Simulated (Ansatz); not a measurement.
Computed with Ansatz on PBE0-D4/def2-TZVP structures; ΔE is electronic, products minus reactants. CCSD(T)/CBS is the MP2 limit (def2-TZVPP, def2-QZVPP) plus CCSD(T) − MP2 in def2-TZVPP, frozen cores. Functionals use def2-TZVPP. Elements past krypton have def2 core potentials. For Sn outer-core shells are correlated without core-valence functions, which leaves a few kJ/mol of doubt a bond. One conformer a species, not always the lowest.

Consider the redistribution: `C[B](F)[SnH3]` + `N#CBCl` → `CB(F)BCl` + `N#[C][SnH3]`.

`C[B](F)[SnH3]`:

Z-matrix (Å, degrees):
```
C
B 1 1.556
H 1 1.096 2 109.7
H 1 1.096 2 110.0 3 115.3
H 1 1.092 2 113.4 3 -122.1
F 2 1.326 1 119.5 3 121.2
Sn 2 2.282 1 123.5 3 -58.7
H 7 1.712 2 110.9 1 59.8
H 7 1.708 2 113.1 1 -179.2
H 7 1.712 2 110.9 1 -58.1
```

`N#CBCl`:

```xyz
5

N     0.403    1.275    1.660
C     0.153    0.578    0.777
B    -0.213   -0.354   -0.379
Cl    0.917   -0.588   -1.659
H    -1.260   -0.911   -0.399
```

`CB(F)BCl`:

Z-matrix (Å, degrees):
```
C
B 1 1.561
H 1 1.092 2 112.9
H 1 1.093 2 112.9 3 124.9
H 1 1.098 2 107.6 3 -118.8
F 2 1.336 1 118.2 3 17.6
B 2 1.699 1 123.9 3 -164.2
Cl 7 1.748 2 118.7 1 -83.0
H 7 1.196 2 125.8 1 95.1
```

`N#[C][SnH3]`:

Cartesian coordinates in Å:
```
N 0.411 -0.400 2.539
C 0.230 -0.220 1.415
Sn -0.104 0.102 -0.645
H 1.175 1.075 -1.182
H -0.104 -1.433 -1.365
H -1.608 0.877 -0.762
```

```
             level  ΔE (kJ/mol)
            r2SCAN         32.9
SCS-MP2/def2-QZVPP         22.5
```

What does CCSD(T)/CBS give? (An estimate is asked.)

Computed: +24.5 kJ/mol. The listed levels differ from it by 8.4, -2.0 kJ/mol.

Largest T1 diagnostic among the species: 0.014.

In def2-TZVPP, CCSD(T) changes the Hartree–Fock value by +12.9 kJ/mol (the triples alone add +2.2 kJ/mol) and MP2 by +17.2 kJ/mol. From PBE to PBE0 (25 % exact exchange), in def2-TZVPP and without D4, ΔE moves by −5.9 kJ/mol.
